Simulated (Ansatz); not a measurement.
The first iterations of a band of C₃H₆OSi (11 atoms, charge 0, multiplicity 1).

All numbers below come from RKS PBE/6-31G* (Ansatz).

```json
{
 "movable images": "7",
 "climbing image": "yes",
 "spring": "5.0 eV/Å²",
 "optimiser": "quadratic models (default)",
 "start path": "straight line",
 "force threshold": "0.05 eV/Å",
 "iteration limit": "60",
 "end points": "relaxed"
}
```

Initial state:

```xyz
11
Properties=species:S:1:pos:R:3
C -1.652 0.651 0.183
C -0.273 0.100 0.039
C 0.483 -0.762 0.782
Si 1.758 -0.480 -0.511
O 0.447 0.531 -1.090
H -1.616 1.754 0.232
H -2.261 0.385 -0.698
H -2.140 0.264 1.091
H 0.220 -1.267 1.708
H 2.991 0.323 -0.218
H 2.108 -1.555 -1.497
```

Final state:

```xyz
11
Properties=species:S:1:pos:R:3
C -1.646 0.674 0.194
C -0.265 0.110 0.035
C 0.370 -0.982 0.560
Si 1.798 -0.415 -0.443
O 0.597 0.810 -0.823
H -1.753 1.589 -0.408
H -2.406 -0.057 -0.130
H -1.850 0.917 1.251
H -0.019 -1.726 1.251
H 3.013 0.184 0.204
H 2.227 -1.164 -1.670
```

| iteration | highest image above the first end (eV) | largest band force component (eV/Å) |
| --- | --- | --- |
| 1 | 0.409 | 3.082 |
| 2 | 0.069 | 0.740 |

Task: Does the band converge within its limit, and where does its top end?

Result: The forces met the threshold. It ended after 6 iterations with the highest image 0.064 eV above the first end. The highest image is an end point: on this band no image between the ends rises above it.

Run time: 2.5 min on 1 thread of Arm Neoverse V2, on a shared host, peak memory 0.27 GiB.
